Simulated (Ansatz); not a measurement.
Input file for Ansatz (a first-principles code): R-wB97M-V/def2-TZVPP on H10O3Si4 (SMILES [SiH3]O[SiH](O[SiH3])O[SiH3]).

Ansatz 0.2 input:
```yaml
crystal:
  periodic: [false, false, false]
  atoms:
    - {symbol: Si, position_ang: [-0.02532641, 1.00328714, -2.30457124]}
    - {symbol: O, position_ang: [0.35220329, 1.64330206, -0.81594071]}
    - {symbol: Si, position_ang: [0.58333213, 1.25977152, 0.77092963]}
    - {symbol: O, position_ang: [-0.85816870, 0.82250379, 1.44147258]}
    - {symbol: Si, position_ang: [-2.17119585, -0.18119487, 1.24928258]}
    - {symbol: O, position_ang: [1.63994343, -0.00145119, 0.87820804]}
    - {symbol: Si, position_ang: [1.82364748, -1.62480687, 0.56345582]}
    - {symbol: H, position_ang: [1.17284074, 0.35084540, -2.90343528]}
    - {symbol: H, position_ang: [-0.49262030, 2.10332841, -3.18874454]}
    - {symbol: H, position_ang: [-1.10805850, -0.01395362, -2.15659247]}
    - {symbol: H, position_ang: [1.12673746, 2.42071847, 1.48474297]}
    - {symbol: H, position_ang: [-2.83776359, -0.34835138, 2.56754481]}
    - {symbol: H, position_ang: [-1.71904954, -1.51191619, 0.74551131]}
    - {symbol: H, position_ang: [-3.12956624, 0.40646139, 0.27170102]}
    - {symbol: H, position_ang: [1.17002819, -1.96411776, -0.73511092]}
    - {symbol: H, position_ang: [1.19685694, -2.43286128, 1.64676913]}
    - {symbol: H, position_ang: [3.27615949, -1.93146501, 0.48477727]}
basis:
  gaussian:
    orbitals: def2-TZVPP
hamiltonian:
  xc: {name: wB97M-V}
scf: {lower_state_search: off}
```

Program output:

```
WARN ansatz: RAYON_NUM_THREADS=4 ignored (pool sized by the plan → 4); use --threads N
Functional definition: wB97M-V
these checks for a lower state are left out or cut short: stability, starts, cluster_reference, orbital_swaps, neighbouring_geometries, increment
integrals: 0.95 GiB planned
2207 factors; their error is unknown
integrals: 0.98 GiB planned
499 factors; integrals over basis functions are off by at most 1.0e-5 eV
mean field: 5.96 GiB planned
mean field evaluation 1: about -37811.8349 eV, gradient 7.8e1 eV
mean field evaluation 2: about -37808.7340 eV, gradient 9.0e1 eV
mean field evaluation 4: about -37821.2580 eV, gradient 8.0e-1 eV
mean field evaluation 8: about -37821.3068 eV, gradient 2.4e-1 eV
mean field evaluation 16: about -37821.3069 eV, gradient 8.9e-6 eV
mean field -37821.30689139 eV, -1389.9073920558 hartree, gradient 9.1e-6 eV, S^2 0.000000; 0 other end points of the search recorded, 0 dependent functions left out
reference -37821.30696791 eV, -1389.9073948679 hartree; 45, 45 occupied and 356, 356 virtual orbitals, 2207 factors
Total energy: -37821.30696791 eV, -1389.9073948679 hartree
Checks for a lower state left out: stability, starts, cluster_reference, orbital_swaps, neighbouring_geometries, increment
```

The run converged.

Cost: around 40 core-seconds (rough).
